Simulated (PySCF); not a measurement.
Si(OSiH3)(H)(F)(Me) (CH7FOSi2), SMILES [SiH3]O[SiH](C)F.

Geometry: PBE0-D3(BJ)/def2-SVP. One conformer was computed; it need not be the lowest.

Two levels are set side by side: PBE/def2-TZVP (PySCF) and r2SCAN/def2-TZVP (PySCF). Same geometry, gas phase. Differences are taken from unrounded values.

| quantity | r2SCAN |
|---|---|
| orbital gap (eV) | 7.29 |
| highest occupied level (eV) | -7.62 |
| lowest empty level (eV) | -0.33 |
| dipole moment (D) | 1.62 |
| mean polarisability (bohr³) | 63.8 |

Task: What does PBE give, and how far is it from r2SCAN? (An estimate is asked for; the answer gives what the named calculation found.)

Result: 
| quantity | PBE | PBE minus r2SCAN |
|---|---|---|
| orbital gap (eV) | 6.51 | -0.79 |
| highest occupied level (eV) | -7.27 | 0.35 |
| lowest empty level (eV) | -0.77 | -0.44 |
| dipole moment (D) | 1.59 | -0.03 |
| mean polarisability (bohr³) | 66.2 | 2.3 |

Rough cost on one machine, each run with all the roots and properties that it gave: r2SCAN against PBE about 3 times.
